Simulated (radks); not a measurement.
Spherical quantum dot in the effective-mass picture: electrons in a well V = -V0 / (1 + exp((r - R)/a)) with V0 = 34.8, R = 1.78, a = 0.16, with a point charge +2 (a donor) at the centre, all in effective atomic units (hartree* = m*/eps^2 hartree, bohr* = eps/m* bohr), one dielectric constant everywhere. Calculated with a radial shooting solver with Libxc functionals: non-relativistic Kohn-Sham, LDA (Slater exchange, Perdew-Wang correlation), spin-polarised, spherical densities. Levels are named by radial order and angular momentum (1s, 1p, 1d, 2s, ...), and open shells are averaged over m. Results are scaled to m* = 0.278 and eps = 17.1, for which hartree* = 25.87 meV and bohr* = 3.255 nm.

N = 23, configuration 1s2 1p6 1d10 2s2 1f(up 3, down 0). This is the lowest configuration that the search found. Occupied and some empty levels:

| level | occupation | eigenvalue (meV) | <r> (nm) |
|---|---|---|---|
| 1s up | 1 | -434.30 | 2.891 |
| 1s down | 1 | -432.90 | 2.868 |
| 1p up | 3 | -392.73 | 3.593 |
| 1p down | 3 | -390.74 | 3.585 |
| 1d up | 5 | -344.32 | 3.902 |
| 1d down | 5 | -342.12 | 3.900 |
| 2s up | 1 | -335.00 | 2.771 |
| 2s down | 1 | -333.83 | 2.785 |
| 1f up | 3 | -285.33 | 4.132 |
| 1f down | 0 | -283.03 | 4.132 |
| 2p up | 0 | -237.27 | 3.273 |
| 2p down | 0 | -236.02 | 3.274 |
| 1g up | 0 | -216.65 | 4.325 |
| 1g down | 0 | -214.33 | 4.325 |
| 2d up | 0 | -152.79 | 3.675 |
| 2d down | 0 | -151.36 | 3.674 |

Energy (meV): total -13453.4, kinetic 2408.6, external -20778, Hartree 5445.7, exchange-correlation -529.38.

Electron density:

| r (nm) | n(r) (e/nm^3) |
|---|---|
| 0.345 | 0.1769 |
| 0.920 | 0.08809 |
| 1.50 | 0.04917 |
| 2.07 | 0.03901 |
| 2.65 | 0.04472 |
| 3.22 | 0.05334 |
| 3.80 | 0.05179 |
| 4.37 | 0.03555 |
| 4.95 | 0.01536 |
| 5.52 | 0.003775 |
| 6.10 | 0.0005435 |
| 6.68 | 0.00005500 |
| 7.25 | 4.813e-06 |
